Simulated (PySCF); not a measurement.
Compound: hydrogen selenide, H₂Se.
Numbering: `[SeH2:1]` (hydrogens: H2, H3 on Se1)

Vertical excitations from PySCF (density fitting, frozen core in the response, grid level 2 and gas phase unless stated; continuum runs use non-equilibrium linear response for the excitations) on a GFN2-xTB geometry. Reference run:

```
                               settings    S1, eV (f)    S2, eV (f)    S3, eV (f)    S4, eV (f)    S5, eV (f)    S6, eV (f)  T1, eV (Tamm–Dancoff)  mean α (au)
B3LYP/def2-SVPD, full TDDFT, 8 singlets  5.40 (0.000)  5.51 (0.066)  6.99 (0.000)  7.16 (0.001)  7.65 (0.002)  8.13 (0.164)                   4.94         31.1
```

What do these settings give: PBE0/aug-pcSseg-1, IEF-PCM benzene, full TDDFT, 3 singlets?

```csv
settings,"S1, eV (f)","S2, eV (f)","S3, eV (f)","S4, eV (f)","S5, eV (f)","S6, eV (f)","T1, eV (Tamm–Dancoff)",mean α (au)
"PBE0/aug-pcSseg-1, IEF-PCM benzene, full TDDFT, 3 singlets",5.53 (0.000),5.59 (0.089),7.05 (0.000),–,–,–,–,35.4
```

S1 moves by +0.13 eV; functional, basis and environment change together, so the shift can't be laid on one. States are counted by energy in each run and needn't keep their character from row to row.

Give the leading configurations of S1 (H = HOMO, L = LUMO) and the HOMO–LUMO gap of each run.

| settings | S1 configurations (weight) | S1 (eV) | orbital gap (eV) | S1 − gap (eV) |
| --- | --- | --- | --- | --- |
| B3LYP/def2-SVPD, full TDDFT, 8 singlets | H→L+1 1.00 | 5.40 | 6.56 | -1.16 |
| PBE0/aug-pcSseg-1, IEF-PCM benzene, full TDDFT, 3 singlets | H→L+1 0.98 | 5.53 | 6.86 | -1.33 |

The species at its GFN2-xTB geometry. The B3LYP/def2-SVPD calculation is non-relativistic and has no spin–orbit coupling, an omission that weighs most on selenium.
